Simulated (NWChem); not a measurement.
A series in which one site is exchanged, each optimised at PBE0/def2-SVP with NWChem, gas phase unless a solvent is named. Some are not confirmed as minima by frequencies. def2 effective core potentials on In; no spin-orbit coupling.

A: [SH][InH2] (InH$_{3}$S; site = In)
B: [AlH2][SH] (AlH₃S; site = Al)
C: BS (BH$_{3}$S; site = B)
D: [SH][GaH2] (GaH3S; site = Ga)

### Question
Rank them by static polarisability, B3LYP/def2-SVPD (bohr³), lowest first.

### Answer
C (38.2), B (53.0), D (54.6), A (64.1)
